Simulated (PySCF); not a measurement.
Molecule: `CC#[N+][BH2-]SC`, C$_{3}$H$_{8}$BNS.

Geometry (Å), atoms numbered from 1 in this order:
```xyz
14

C    -2.537   -0.075    0.885
C    -1.514    0.338   -0.021
N    -0.673    0.686   -0.727
B     0.531    1.198   -1.408
S     1.690    1.554    0.083
C     2.327   -0.121    0.409
H    -2.954   -1.032    0.569
H    -2.120   -0.177    1.888
H    -3.330    0.673    0.904
H     0.243    2.214   -1.939
H     0.968    0.345   -2.103
H     2.840   -0.493   -0.474
H     1.507   -0.785    0.672
H     3.021   -0.046    1.240
```

Frames of a GFN2-xTB Langevin trajectory at 300 K; GIAO PBE0/pcSseg-1 shieldings in PySCF 2.14, gas phase, non-relativistic; equivalent atoms averaged within each frame.

References, each an isolated molecule treated in the same way: 13C (σref 186.93), 1H (σref 31.72) vs TMS; NH3 for 15N (σref 267.73); BF3·OEt2 for 11B (σref 100.07); CS2 for 33S (σref 503.73). The references are static minima.

**Question.** How do the shifts (ppm) fluctuate along the trajectory?

**Answer.** 
```
         time (fs)     C2    C6    C1     N3     B4    S5  H7/H8/H9  H10/H11  H12/H13/H14
               250  126.3  27.3   4.4  247.2  -18.5   -54      3.04     2.88         2.36
               425  128.6  16.5   5.8  246.1  -25.9   -13      2.20     3.36         2.11
               625  122.6  20.2  -0.9  241.6  -17.5  -146      2.43     3.02         2.53
               800  121.5  15.7   5.9  241.0  -22.9   -90      2.61     3.17         1.76
              1000  134.0  19.1   8.4  241.0  -25.3   -41      3.23     2.85         2.16
    mean of frames  126.6  19.8   4.7  243.4  -22.0   -69      2.70     3.05         2.19
standard deviation    5.0   4.6   3.5    3.0    3.8    51      0.43     0.21         0.29
```

5 frames give an uncertainty of the mean of about the standard deviation over 2.2 at best, since frames this close in time may not be independent; classical motion lacks zero-point vibration, and the reference would need the same averaging.
